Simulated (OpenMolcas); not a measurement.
## Co5+: the spin-orbit constant, Racah parameters, worked from levels

```yaml
Program: OpenMolcas 26.06
Basis: ANO-RCC-VTZP [6s5p3d2f1g]
Scalar_Hamiltonian: DKH2, point nucleus
Active_space: 4 electrons in 5 orbitals (3d)
State_averaging: 2S+1 = 5 even, 5 roots; 2S+1 = 3 even, 45 roots; 2S+1 = 1 even, 50 roots
Spin-orbit_coupling: RASSI with atomic mean-field integrals over the reference wave functions, term energies averaged over their components
```

Methods: CASSCF; MS-CASPT2, IPEA 0.25 Eh, imaginary shift 0.1 Eh (closed shells correlated: 3s 3p). Measured levels: Sugar and Corliss, J. Phys. Chem. Ref. Data 10, 1097 (1981).

**The spin-orbit constant.** For the Hund term ⁵D of d4, E(J) = (A/2) J(J+1) + constant and ζ = 2S·A = 4A. From J = 0 to J = 4 the energy changes by 10 A.

| Source | E(4) - E(0) | A | ζ |
| --- | --- | --- | --- |
| CASSCF | 1976.8 | 197.7 | 791 |
| MS-CASPT2 | 1984.5 | 198.4 | 794 |
| measured | 1781.6 | 178.2 | 713 |

All in cm-1. MS-CASPT2 is off by +11.4 % and CASSCF by +11.0 %. Both methods take the spin-orbit matrix elements from the reference wave functions, so the second can move ζ only through the term energies and any multistate remixing. Second-order mixing with other terms is absorbed into this ζ.

**Racah parameters.** Above ⁵D, d4 has ³G at 9B + 4C, ³H at 4B + 4C and ³D at 16B + 4C. The first two fix B and C, and the third tests them; where it misses by thousands of cm-1, two parameters do not describe the configuration (Trees and configuration-interaction terms are left out) and B and C hang on the terms chosen. Term energies are centres of gravity, weighted by 2J + 1.

```json
{"Source": "CASSCF", "³G": "38229", "³H": "30096", "B": "1627", "C": "5897", "C/B": "3.62", "³D from B, C": "49620", "³D found": "48962"}
{"Source": "MS-CASPT2", "³G": "34989", "³H": "28953", "B": "1207", "C": "6031", "C/B": "5.00", "³D from B, C": "43436", "³D found": "42709"}
{"Source": "measured", "³G": "33415", "³H": "27759", "B": "1131", "C": "5809", "C/B": "5.14", "³D from B, C": "41332", "³D found": "40722"}
```

Energies in cm-1. From CASSCF to MS-CASPT2, B changes by -25.8 % and C by +2.3 %. Against the measured terms, MS-CASPT2 has B off by +6.7 % and C by +3.8 %.

CASPT2 breaks the degeneracy within a term, and the mean is taken; among the terms shown or strongly mixed into the levels shown the widest spread is 290 cm-1 (3d⁴ ³H, MS-CASPT2). Without dynamic correlation excited terms often stand tens of per cent too high (terms of higher spin than the ground term too low), and those without a measured partner can miss by more than the paired ones (holds for CASSCF). Measured partners are found by configuration, term and J. A level has none where our copy of the source lacks it or the pairing is in doubt (some pairs that miss far off the trend of their configuration count as doubtful), and it then counts in no deviation. Levels of configurations outside the active space are missing.
